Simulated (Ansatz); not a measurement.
Consider the substitution at a C–O bond: `OC(O)[SiH2]Cl` + HCl → `OC(Cl)[SiH2]Cl` + H₂O.

Program: Ansatz. Geometries: PBE0-D4/def2-TZVP. ΔE: electronic, gas phase. CCSD(T)/CBS adds triple-zeta CCSD(T) − MP2 to the extrapolated MP2 energy (def2 sets, frozen cores). This one scheme is used for every species. DFT in def2-TZVPP. One conformer a species, not always the lowest.

Problem. Is it downhill or uphill in electronic energy at CCSD(T)/CBS, and by how much? (Best estimate.)

Solution. The calculation gave: Downhill: ΔE = -15.8 kJ/mol.

Problem. What do these levels give: LDA (SPW92), PBE-D4, r2SCAN-D4, revPBE, r2SCAN, r2SCANh, LC-ωPBE, CCSD/def2-SVP, SCS-MP2/def2-TZVPP, CCSD/def2-TZVPP, HF/CBS(def2), CCSD/CBS(def2)? (Estimate.)

Solution. The calculation gave: LDA (SPW92) -10.7, PBE-D4 -16.3, r2SCAN-D4 -13.3, revPBE -12.4, r2SCAN -12.7, r2SCANh -11.8, LC-ωPBE -3.5, CCSD/def2-SVP 13.8, SCS-MP2/def2-TZVPP -10.6, CCSD/def2-TZVPP -4.8, HF/CBS(def2) 4.1, CCSD/CBS(def2) -12.2 kJ/mol.

Problem. What do rigid-rotor, harmonic-oscillator terms from PBE0-D4/def2-TZVP frequencies (298.15 K, 1 bar) make of the CCSD(T)/CBS value? (An estimate is asked.)

Solution. Ansatz gave: ΔZPE = +3.3 kJ/mol, ΔH = -11.9 kJ/mol, ΔS = 3 J/(mol·K), ΔG = -12.7 kJ/mol.

Largest T1 diagnostic among the species: 0.011.

In def2-TZVPP, CCSD(T) changes the Hartree–Fock value by −13.1 kJ/mol (the triples alone add −3.6 kJ/mol) and MP2 by −20.5 kJ/mol. From BLYP to BHLYP (50 % exact exchange), in def2-TZVPP and without D4, ΔE moves by +5.7 kJ/mol.
